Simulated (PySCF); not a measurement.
H4F2Ga2, singlet, B3LYP/def2-SVP optimised geometry. Atoms within 1.6 Å of the plane z = 0.0 Å (x, y, z in Å): Ga1 (-0.75, -0.10, 0.00), F3 (1.21, -0.10, 0.00), H4 (-1.21, 1.39, 0.00), H5 (-1.21, -1.39, 0.73).

Level of theory: B3LYP/def2-TZVP in PySCF. Cells within 0.4 Å of a nucleus heavier than hydrogen are left out (blank, or x).

Map of the HOMO amplitude (bohr^(-3/2)) on the plane z = 0.0 Å; orbital energy -8.59 eV, overall sign arbitrary:

```
|33333344444444333333333333333|
|33334444444444443333333333333|
|33344444444444444333333333333|
|33444444444444444433333333333|
|34444444444444444433333333333|
|34444444555544444443333333333|
|34444445566554444433333333333|
|44444455677655444433333333333|
|44444456898765444433333333333|
|44444456899765544333333333333|
|44444456787765544333333333333|
|34444455666665443322233333333|
|34444445555555443211123333333|
|33344444442x4444320x023333333|
|3333344443xxx44333xxx33333333|
|3333333334xxx33345xxx44333333|
|33333333234422334578654433333|
|33333322222222334456544433333|
|33333322111112233444444333333|
|33333322111112233444443333333|
|33333322111122333333333333333|
|33333322222222333333333333333|
|33333332222223333333333333333|
|33333333322333333333333333333|
|33333333333333333333333333333|
|33333333333333333333333333333|
|33333333333333333333333333333|
|33333333333333333333333333333|
|33333333333333333333333333333|
```
Scale: ten equal steps from -0.122 (start of '0') to 0.190 (end of '9'), in the order '0123456789'; x runs from -3.50 to 3.50, y from -3.50 (bottom) to 3.50 (top).
